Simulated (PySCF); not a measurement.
Isomers C5H9FOSi:

A. SMILES FC(C[SiH3])=C1COC1
B. SMILES O=C(F)[C@H]1C[C@H]([SiH3])C1
C. SMILES C[SiH2]C(F)=C1COC1

Spectrum 1. ¹³C{¹H} NMR (computed): δ 164.8 (C), 139.0 (C), 78.9 (CH2), 76.7 (CH2), -6.2 (CH3).

Spectrum 2. ¹³C{¹H} NMR (computed): δ 175.7 (C), 33.8 (CH), 27.4 (CH2), 10.1 (CH).

Spectrum 3. ¹³C{¹H} NMR (computed): δ 159.6 (C), 116.2 (C), 77.6 (CH2), 76.3 (CH2), 14.9 (CH2).

[PySCF 2.14.0 with density-fitted response routines: GIAO PBE0/pcSseg-1 shieldings; GFN2-xTB geometry; fast rotation and ring inversion assumed for equivalent nuclei; one conformer; non-relativistic Hamiltonian; gas phase]

Scale: TMS for ¹³C (186.93 ppm) (reference shieldings calculated alike). Splittings of carbon signals by F and P are missing where no couplings were computed. Shifts are as computed. Against solution values, carbons near 30 ppm lie about +3 ppm off and those near 130 ppm about +5 ppm. Of 1309 compounds with measured shifts, 239 miss one by over three times the rms of a fit or turn the order of signals round; such compounds aren't used in these exercises.

Task: Which spectrum belongs to which compound?

Result: 1–C, 2–B, 3–A.

- Spectrum 1 (C): 5 ¹³C signals; δC 164.8 is a fully substituted alkene carbon; δC 139.0 is a fully substituted alkene carbon.
- Spectrum 2 (B): 4 ¹³C signals; δC 33.8 is an sp3 CH α to a carbonyl; δC 27.4 is an sp3 CH2 in a ring.
- Spectrum 3 (A): 5 ¹³C signals; δC 159.6 is a fully substituted alkene carbon; δC 116.2 is a fully substituted alkene carbon.
